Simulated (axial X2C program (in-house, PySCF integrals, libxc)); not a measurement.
# CoGa: from the spin-free to the two-component result

Calculated with an axial X2C code built on PySCF integrals. Spin-free means the one-electron spin-free X2C Hamiltonian; two-component (2c) means X2C with spin–orbit coupling and atomic mean-field two-electron Coulomb and Gaunt terms, so the difference of the two also holds small scalar two-electron terms. Basis: Ga dyall-cv3z [9s9p7d4f1g], Co dyall-cv3z [9s10p6d3f2g] (cores contracted in-house); Gaussian nuclei, density fitting, unrestricted open shells. Masses: Ga 68.926 u, Co 58.933 u.

Spin-free state: M_S = 1, Λ = 2 (beyond evenly filled blocks: σα, δ+α, δ+β, δ-α); fragments Ga + Co.

```json
{"level": "PBE0", "Re (Å)": "2.416", "ωe (cm⁻¹)": "218.1", "De (eV)": "1.707", "μ (D)": "-0.04"}
{"level": "LDA", "Re (Å)": "2.256", "ωe (cm⁻¹)": "231.5", "De (eV)": "3.124", "μ (D)": "0.27"}
```

Dipoles are positive if Co is the positive end.

Two-component determinant lowest at the distance of the search:

Ω = 3 (⟨Sz⟩ = 1.00, ⟨Lz⟩ = 2.00 at PBE0); fragments Ga + Co.

```json
{"level": "PBE0", "Re (Å)": "2.417", "ωe (cm⁻¹)": "217.8", "μ (D)": "-0.04"}
{"level": "LDA", "Re (Å)": "2.257", "ωe (cm⁻¹)": "231.3", "μ (D)": "0.27"}
```

Problem. From the two tables, how do the constants change at the PBE0 level (2c against spin-free)?

Solution. At the PBE0 level Re rises by 0.001 Å and ωe goes down by 0.3 cm⁻¹.

The state is one determinant whose occupation by symmetry is held fixed; it was picked as the lowest of a PBE0 search that is not exhaustive. De is counted from the lowest determinant-based energies of the atoms at the same level, without counterpoise correction. De is not given where an atomic determinant may have missed its ground term or J level, or where the truncated virtual space spoils (T). Density functionals use the spin component along the axis (collinear). Without a current term, density functionals place determinants with orbital angular momentum somewhat too high. With several unpaired electrons one determinant need not be a pure state. A state of lower Ω lies just above, and one determinant can place such states too high, so the state shown need not be the lowest. The search has Ω = 1 only 0.11 eV up. At some level and bond length an empty orbital lies below a filled one. The determinant is spin-polarised beyond a pure state at some levels (its spin-free form has ⟨S²⟩ too high), which makes Re and μ there less reliable.
